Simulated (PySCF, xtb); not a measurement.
C5H7BO, SMILES C#CB1OC[C@@H]1C.

Harmonic wavenumbers (cm⁻¹) from GFN2-xTB run with xtb at its own minimum, in rising order: 97, 123, 160, 211, 261, 361, 422, 521, 562, 669, 697, 761, 905, 928, 991, 1033, 1067, 1112, 1122, 1159, 1182, 1245, 1293, 1317, 1409, 1468, 1499, 1503, 2208, 2948, 2964, 2967, 3004, 3027, 3035, 3364.

Problem. What does PBE-D3(BJ)/def2-SVP (PySCF 2.14.0) give at its own minimum? (The exact figures need the calculation; the answer reports its results.)

Solution. 100, 125, 162, 226, 268, 357, 459, 517, 612, 666, 722, 736, 853, 880, 943, 955, 1048, 1079, 1119, 1146, 1149, 1230, 1317, 1333, 1350, 1419, 1425, 1438, 2111, 2960, 2975, 2997, 3041, 3043, 3058, 3394. Paired by order, the mean absolute difference is 30 cm⁻¹ and the zero-point energies are 68.0 and 67.5 kcal/mol.
